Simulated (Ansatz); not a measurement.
Geometry optimisation, RKS B3LYP-D4/def2-SVP (Ansatz).

Input:

```yaml
crystal:
  periodic: [false, false, false]
  atoms:
    - { symbol: Sn, position_ang: [0.0, 0.0, 0.0] }
    - { symbol: H, position_ang: [1.0458, 0.0, 1.6339] }
    - { symbol: C, position_ang: [2.2453, 0.0, 0.694] }
    - { symbol: H, position_ang: [2.5929, -1.0463, 0.5658] }
    - { symbol: H, position_ang: [2.2938, 0.5276, -0.2814] }
    - { symbol: H, position_ang: [2.8972, 0.5187, 1.4274] }
    - { symbol: Cl, position_ang: [-1.1351, 1.9666, -0.8025] }
    - { symbol: Cl, position_ang: [-1.1351, -1.9666, -0.8025] }
basis:
  gaussian: { orbitals: def2-SVP }
hamiltonian:
  xc: b3lyp
  dispersion: d4
relax:
  f_tol: 0.15
  max_steps: 25
  restrain:
    - { distance: [1, 2], at: 1.11, k: 30.0 }
    - { distance: [0, 1], at: 2.94, k: 30.0 }
    - { distance: [0, 2], at: 3.35, k: 30.0 }
output:
  orbitals: {}
```

Launched with:

```bash
$ ansatz run input.yaml --threads 2 --pin off --max-ram 3072MiB --backend cpu --events-out ev --progress --plain --runs-dir out
```

Question: Where does it end, and by what steps?

Answer: It converged. The restraints hold the end off the free minimum. After 16 steps the energy has fallen by 4.699 eV (the restraints' own energy left out); Sn1 moved furthest, 1.18 Å. Parted: Sn1–H2 (1.94 → 2.94 Å), Sn1–C3 (2.35 → 3.35 Å). Joined: H2–C3 (1.52 → 1.11 Å).

```json
{"step": "0", "energy less start (eV)": "0.0000", "largest force component (eV/Å)": "5.123", "accepted": "yes"}
{"step": "1", "energy less start (eV)": "-1.1775", "largest force component (eV/Å)": "3.912", "accepted": "yes"}
{"step": "2", "energy less start (eV)": "-1.6743", "largest force component (eV/Å)": "4.009", "accepted": "yes"}
{"step": "3", "energy less start (eV)": "-2.5028", "largest force component (eV/Å)": "3.135", "accepted": "yes"}
{"step": "4", "energy less start (eV)": "-3.7994", "largest force component (eV/Å)": "1.258", "accepted": "yes"}
{"step": "5", "energy less start (eV)": "-4.2413", "largest force component (eV/Å)": "0.413", "accepted": "yes"}
{"step": "6", "energy less start (eV)": "-4.4334", "largest force component (eV/Å)": "0.653", "accepted": "yes"}
{"step": "7", "energy less start (eV)": "-4.5435", "largest force component (eV/Å)": "0.479", "accepted": "yes"}
{"step": "8", "energy less start (eV)": "-4.5553", "largest force component (eV/Å)": "0.449", "accepted": "yes"}
{"step": "9", "energy less start (eV)": "-4.6093", "largest force component (eV/Å)": "0.284", "accepted": "yes"}
{"step": "10", "energy less start (eV)": "-4.6361", "largest force component (eV/Å)": "0.400", "accepted": "yes"}
{"step": "11", "energy less start (eV)": "-4.6523", "largest force component (eV/Å)": "0.529", "accepted": "yes"}
{"step": "12", "energy less start (eV)": "-4.6755", "largest force component (eV/Å)": "0.202", "accepted": "yes"}
{"step": "13", "energy less start (eV)": "-4.6898", "largest force component (eV/Å)": "0.179", "accepted": "yes"}
{"step": "14", "energy less start (eV)": "-4.6968", "largest force component (eV/Å)": "0.166", "accepted": "yes"}
{"step": "15", "energy less start (eV)": "-4.6927", "largest force component (eV/Å)": "0.148", "accepted": "no"}
{"step": "16", "energy less start (eV)": "-4.6994", "largest force component (eV/Å)": "0.076", "accepted": "yes"}
```

```xyz
8
Properties=species:S:1:pos:R:3
Sn -1.094 -0.033 0.432
H 1.560 0.076 1.695
C 2.233 0.046 0.818
H 2.115 -0.910 0.289
H 2.004 0.877 0.138
H 3.266 0.143 1.181
Cl -0.675 1.739 -1.153
Cl -0.604 -1.937 -0.965
```

Run time: 60 s on 2 threads of Intel(R) Xeon(R) Platinum 8375C CPU @ 2.90GHz (Ice Lake) (shared host), peak memory 0.24 GiB.
